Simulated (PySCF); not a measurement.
Compound: C6H10O2P (charge -1).
SMILES with atom numbers: `[CH2:1]=[CH:2][P@:3](=[O:4])([O-:5])[CH:6]1[CH2:7][CH2:8][CH2:9]1` (hydrogens: H10, H11 on C1; H12 on C2; H13 on C6; H14, H15 on C7; H16, H17 on C8; H18, H19 on C9)

The same species was optimised twice, with GFN2-xTB and with PBE0-D3(BJ)/def2-SVP (PySCF), and the same property calculations (PySCF, gas phase) were run on both structures.

```json
{"coordinate": "P3=O4 (Å)", "GFN2-xTB": "1.488", "PBE0-D3(BJ)/def2-SVP": "1.520", "change": "+0.032"}
{"coordinate": "P3–O5 (Å)", "GFN2-xTB": "1.492", "PBE0-D3(BJ)/def2-SVP": "1.512", "change": "+0.020"}
{"coordinate": "C1=C2 (Å)", "GFN2-xTB": "1.318", "PBE0-D3(BJ)/def2-SVP": "1.335", "change": "+0.017"}
{"coordinate": "C6–C9 (Å)", "GFN2-xTB": "1.529", "PBE0-D3(BJ)/def2-SVP": "1.544", "change": "+0.015"}
{"coordinate": "C6–C7 (Å)", "GFN2-xTB": "1.527", "PBE0-D3(BJ)/def2-SVP": "1.542", "change": "+0.015"}
{"coordinate": "P3–C6 (Å)", "GFN2-xTB": "1.872", "PBE0-D3(BJ)/def2-SVP": "1.860", "change": "-0.012"}
{"coordinate": "C7–C8 (Å)", "GFN2-xTB": "1.533", "PBE0-D3(BJ)/def2-SVP": "1.541", "change": "+0.008"}
{"coordinate": "C8–C9 (Å)", "GFN2-xTB": "1.533", "PBE0-D3(BJ)/def2-SVP": "1.541", "change": "+0.008"}
{"coordinate": "C2–P3 (Å)", "GFN2-xTB": "1.847", "PBE0-D3(BJ)/def2-SVP": "1.842", "change": "-0.005"}
{"coordinate": "O4–P3–O5 (°)", "GFN2-xTB": "119.1", "PBE0-D3(BJ)/def2-SVP": "123.4", "change": "+4.3"}
{"coordinate": "C2–P3–C6 (°)", "GFN2-xTB": "97.5", "PBE0-D3(BJ)/def2-SVP": "101.6", "change": "+4.1"}
{"coordinate": "C2–P3–O4 (°)", "GFN2-xTB": "110.4", "PBE0-D3(BJ)/def2-SVP": "107.2", "change": "-3.2"}
{"coordinate": "O5–P3–C6 (°)", "GFN2-xTB": "109.1", "PBE0-D3(BJ)/def2-SVP": "106.8", "change": "-2.3"}
{"coordinate": "O4–P3–C6 (°)", "GFN2-xTB": "110.1", "PBE0-D3(BJ)/def2-SVP": "108.0", "change": "-2.1"}
{"coordinate": "P3–C6–C7 (°)", "GFN2-xTB": "112.1", "PBE0-D3(BJ)/def2-SVP": "114.0", "change": "+1.9"}
{"coordinate": "P3–C6–C9 (°)", "GFN2-xTB": "108.0", "PBE0-D3(BJ)/def2-SVP": "109.8", "change": "+1.8"}
{"coordinate": "C7–C6–C9 (°)", "GFN2-xTB": "90.2", "PBE0-D3(BJ)/def2-SVP": "88.8", "change": "-1.4"}
{"coordinate": "C1–C2–P3–O4 (°)", "GFN2-xTB": "7", "PBE0-D3(BJ)/def2-SVP": "3", "change": "-4"}
{"coordinate": "C2–P3–C6–C7 (°)", "GFN2-xTB": "-74", "PBE0-D3(BJ)/def2-SVP": "-84", "change": "-10"}
```

Rotational constants: A = 2243, B = 1174, C = 990.9 MHz (GFN2-xTB) against A = 2315, B = 1128, C = 971.2 MHz (PBE0-D3(BJ)/def2-SVP). Point groups within 0.08 Å: C1 and C1.

On the GFN2-xTB structure: HOMO (eV) -2.06 [PBE0/pcSseg-1]; LUMO (eV) 4.05 [PBE0/pcSseg-1]; GIAO shielding of C1 (ppm) 63.6 [PBE0/pcSseg-1]; GIAO shielding of C2 (ppm) 28.2 [PBE0/pcSseg-1]; GIAO shielding of P3 (ppm) 320.1 [PBE0/pcSseg-1]; GIAO shielding of O4 (ppm) 231.0 [PBE0/pcSseg-1]; GIAO shielding of O5 (ppm) 193.5 [PBE0/pcSseg-1]; GIAO shielding of C6 (ppm) 151.5 [PBE0/pcSseg-1]; GIAO shielding of C7 (ppm) 162.0 [PBE0/pcSseg-1]; GIAO shielding of C8 (ppm) 166.0 [PBE0/pcSseg-1].

Question: What do these properties become on the PBE0-D3(BJ)/def2-SVP structure?

Answer: 
```json
{"property": "HOMO (eV)", "level": "PBE0/pcSseg-1", "on GFN2-xTB": "-2.06", "on PBE0-D3(BJ)/def2-SVP": "-2.08", "change": "-0.02"}
{"property": "LUMO (eV)", "level": "PBE0/pcSseg-1", "on GFN2-xTB": "4.05", "on PBE0-D3(BJ)/def2-SVP": "3.89", "change": "-0.16"}
{"property": "energy, GFN2-xTB geometry as zero (kcal/mol)", "level": "PBE0/pcSseg-1", "on GFN2-xTB": "0.0", "on PBE0-D3(BJ)/def2-SVP": "-3.2", "change": "-3.2"}
{"property": "GIAO shielding of C1 (ppm)", "level": "PBE0/pcSseg-1", "on GFN2-xTB": "63.6", "on PBE0-D3(BJ)/def2-SVP": "57.2", "change": "-6.4"}
{"property": "GIAO shielding of C2 (ppm)", "level": "PBE0/pcSseg-1", "on GFN2-xTB": "28.2", "on PBE0-D3(BJ)/def2-SVP": "26.3", "change": "-1.9"}
{"property": "GIAO shielding of P3 (ppm)", "level": "PBE0/pcSseg-1", "on GFN2-xTB": "320.1", "on PBE0-D3(BJ)/def2-SVP": "313.5", "change": "-6.6"}
{"property": "GIAO shielding of O4 (ppm)", "level": "PBE0/pcSseg-1", "on GFN2-xTB": "231.0", "on PBE0-D3(BJ)/def2-SVP": "213.7", "change": "-17.3"}
{"property": "GIAO shielding of O5 (ppm)", "level": "PBE0/pcSseg-1", "on GFN2-xTB": "193.5", "on PBE0-D3(BJ)/def2-SVP": "185.6", "change": "-7.9"}
{"property": "GIAO shielding of C6 (ppm)", "level": "PBE0/pcSseg-1", "on GFN2-xTB": "151.5", "on PBE0-D3(BJ)/def2-SVP": "146.8", "change": "-4.7"}
{"property": "GIAO shielding of C7 (ppm)", "level": "PBE0/pcSseg-1", "on GFN2-xTB": "162.0", "on PBE0-D3(BJ)/def2-SVP": "156.6", "change": "-5.4"}
{"property": "GIAO shielding of C8 (ppm)", "level": "PBE0/pcSseg-1", "on GFN2-xTB": "166.0", "on PBE0-D3(BJ)/def2-SVP": "161.0", "change": "-5.0"}
```

The heavy atoms differ by 0.128 Å rms after alignment. Among bonds between heavy atoms P3=O4 changes most (+0.032 Å). Changes are differences of the printed values. Neither structure is proved a minimum here. One conformer (not necessarily the lowest) at the PBE0-D3(BJ)/def2-SVP geometry, without solvent, vibrations or thermal averaging. The geometry's basis has no diffuse functions, a weakness for an anion.

Shape of the structure used: `[CH2:1]=[CH:2][P@:3](=[O:4])([O-:5])[CH:6]1[CH2:7][CH2:8][CH2:9]1`: C1–C2–P3–O4 3°, C2–P3–C6–C7 -84°.
